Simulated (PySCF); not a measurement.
# Two-component Hartree-Fock for Ce⁺ (cerium, charge +1)

Start: [Xe] 4f1 5d2; 4f5/2 filled at m_j = +5/2; 5d3/2 filled at m_j = +1/2, +3/2. Calculated with PySCF 2.14 in x2c-TZVPPall-2c: generalised Hartree-Fock with the X2C-1e Hamiltonian and a Gaussian nucleus; one run each with spin-orbit coupling (SO) switched off, then screened by Boettger's factors.

```json
{"spinor shell": "1s1/2", "electrons": "2", "ε, spin-free (eV)": "-40647.7", "ε, screened SO (eV)": "-40642.3", "weight of nominal j (screened SO)": "1.000", "rms radius, screened SO (bohr)": "0.0280"}
{"spinor shell": "2s1/2", "electrons": "2", "ε, spin-free (eV)": "-6621.7", "ε, screened SO (eV)": "-6620.1", "weight of nominal j (screened SO)": "1.000", "rms radius, screened SO (bohr)": "0.114"}
{"spinor shell": "2p1/2", "electrons": "2", "ε, spin-free (eV)": "-5924.1", "ε, screened SO (eV)": "-6236.7", "weight of nominal j (screened SO)": "1.000", "rms radius, screened SO (bohr)": "0.0979"}
{"spinor shell": "2p3/2", "electrons": "4", "ε, spin-free (eV)": "-5924.1", "ε, screened SO (eV)": "-5786.4", "weight of nominal j (screened SO)": "1.000", "rms radius, screened SO (bohr)": "0.104"}
{"spinor shell": "3s1/2", "electrons": "2", "ε, spin-free (eV)": "-1475.5", "ε, screened SO (eV)": "-1475.1", "weight of nominal j (screened SO)": "1.000", "rms radius, screened SO (bohr)": "0.296"}
{"spinor shell": "3p1/2", "electrons": "2", "ε, spin-free (eV)": "-1248.6", "ε, screened SO (eV)": "-1311.7", "weight of nominal j (screened SO)": "1.000", "rms radius, screened SO (bohr)": "0.288"}
{"spinor shell": "3p3/2", "electrons": "4", "ε, spin-free (eV)": "-1248.6", "ε, screened SO (eV)": "-1220.6", "weight of nominal j (screened SO)": "1.000", "rms radius, screened SO (bohr)": "0.301"}
{"spinor shell": "3d3/2", "electrons": "4", "ε, spin-free (eV)": "-926.21", "ε, screened SO (eV)": "-937.79", "weight of nominal j (screened SO)": "1.000", "rms radius, screened SO (bohr)": "0.272"}
{"spinor shell": "3d5/2", "electrons": "6", "ε, spin-free (eV)": "-926.21", "ε, screened SO (eV)": "-918.10", "weight of nominal j (screened SO)": "1.000", "rms radius, screened SO (bohr)": "0.276"}
{"spinor shell": "4s1/2", "electrons": "2", "ε, spin-free (eV)": "-321.52", "ε, screened SO (eV)": "-321.44", "weight of nominal j (screened SO)": "1.000", "rms radius, screened SO (bohr)": "0.676"}
{"spinor shell": "4p1/2", "electrons": "2", "ε, spin-free (eV)": "-244.59", "ε, screened SO (eV)": "-258.71", "weight of nominal j (screened SO)": "0.998", "rms radius, screened SO (bohr)": "0.700"}
{"spinor shell": "4p3/2", "electrons": "4", "ε, spin-free (eV)": "-244.59", "ε, screened SO (eV)": "-238.34", "weight of nominal j (screened SO)": "0.999", "rms radius, screened SO (bohr)": "0.726"}
{"spinor shell": "4d3/2", "electrons": "4", "ε, spin-free (eV)": "-130.49", "ε, screened SO (eV)": "-133.62", "weight of nominal j (screened SO)": "0.957", "rms radius, screened SO (bohr)": "0.796"}
{"spinor shell": "4d5/2", "electrons": "6", "ε, spin-free (eV)": "-130.49", "ε, screened SO (eV)": "-128.40", "weight of nominal j (screened SO)": "0.972", "rms radius, screened SO (bohr)": "0.805"}
{"spinor shell": "5s1/2", "electrons": "2", "ε, spin-free (eV)": "-54.503", "ε, screened SO (eV)": "-54.593", "weight of nominal j (screened SO)": "1.000", "rms radius, screened SO (bohr)": "1.64"}
{"spinor shell": "5p1/2", "electrons": "2", "ε, spin-free (eV)": "-33.113", "ε, screened SO (eV)": "-36.324", "weight of nominal j (screened SO)": "0.900", "rms radius, screened SO (bohr)": "1.86"}
{"spinor shell": "5p3/2", "electrons": "4", "ε, spin-free (eV)": "-33.113", "ε, screened SO (eV)": "-31.746", "weight of nominal j (screened SO)": "0.950", "rms radius, screened SO (bohr)": "1.91"}
{"spinor shell": "4f5/2", "electrons": "1", "ε, spin-free (eV)": "-18.350", "ε, screened SO (eV)": "-18.563", "weight of nominal j (screened SO)": "0.961", "rms radius, screened SO (bohr)": "1.23"}
{"spinor shell": "5d3/2", "electrons": "2", "ε, spin-free (eV)": "-11.099", "ε, screened SO (eV)": "-11.179", "weight of nominal j (screened SO)": "0.886", "rms radius, screened SO (bohr)": "3.08"}
```

```csv
quantity,spin-free,screened SO
E (hartree),-8854.38295,-8858.24951
M_J,9/2,9/2
⟨J²⟩,27.781,25.543
⟨L²⟩,42.027,39.360
⟨S²⟩,3.753,3.236
```

The determinant has a definite M_J but mixes levels of different J.

Each row is a mean over spinors that exchange with the open shell spreads, by up to 6.440 eV (4d3/2).

Rows whose weight is well below 1 are mixtures of j = l ± 1/2: exchange outweighs spin-orbit coupling there, and the label is only the starting occupation.

Breit and QED terms are absent; they matter most for the inner s and p1/2 levels.

Densities and radii are taken from the X2C orbitals without a picture-change correction, which distorts them close to the nucleus.

Without spin-orbit coupling the j labels of p, d and f shells carry no meaning; the spin-free column gives the mean over the occupied spinors of each nl shell, and its ⟨J²⟩ belongs to a mixture of degenerate components.
